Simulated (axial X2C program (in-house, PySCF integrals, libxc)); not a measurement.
What spin–orbit coupling does to SbCl⁺

Computed with an in-house relativistic program for diatomic molecules. Spin-free means the one-electron spin-free X2C Hamiltonian; two-component (2c) means X2C with spin–orbit coupling and atomic mean-field two-electron Coulomb and Gaunt terms, so the difference of the two also holds small scalar two-electron terms. Basis: Sb dyall-cv3z [11s12p8d4f1g], Cl dyall-av3z [9s8p3d2f] (cores contracted in-house); Gaussian nuclei, density fitting, unrestricted open shells. Masses: Sb 120.904 u, Cl 34.969 u.

Spin-free state: M_S = 1/2, Λ = 1 (beyond evenly filled blocks: π+α); fragments Sb+ + Cl.

```json
{"level": "PBE0", "Re (Å)": "2.240", "ωe (cm⁻¹)": "451.0", "De (eV)": "3.623", "μ (D)": "-1.56"}
{"level": "LDA", "Re (Å)": "2.236", "ωe (cm⁻¹)": "444.8", "De (eV)": "4.601", "μ (D)": "-1.14"}
```

Dipoles are positive if Cl is the positive end and refer to the centre of mass.

Task: Within this multiplet, which Ω should lie lowest by the rule for regular and inverted multiplets?

Result: The open π shell holds one electron, so the multiplet is regular: Ω = Λ − 1/2 = 1/2. The PBE0 2c search agrees.

Two-component determinant lowest at the distance of the search:

Ω = 1/2 (⟨Sz⟩ = -0.49, ⟨Lz⟩ = 0.99 at PBE0); fragments Sb+ + Cl.

```
level  Re (Å)  ωe (cm⁻¹)  μ (D)
 PBE0   2.243      448.5  -1.64
  LDA   2.239      442.1  -1.22
```

Task: From the two tables, how do the constants change at the PBE0 level (2c against spin-free)?

Result: At the PBE0 level Re increases by 0.003 Å and ωe falls by 2.5 cm⁻¹.

The state is one determinant whose occupation by symmetry is held fixed; it was picked as the lowest of a PBE0 search that is not exhaustive. Dissociation energies refer to the lowest single-determinant-based atoms at the same level and basis. De is not given where an atomic determinant may have missed its ground term or J level, or where the truncated virtual space spoils (T). Density functionals use the spin component along the axis (collinear). The functionals have no current-density term, which raises determinants with orbital currents, atoms included.
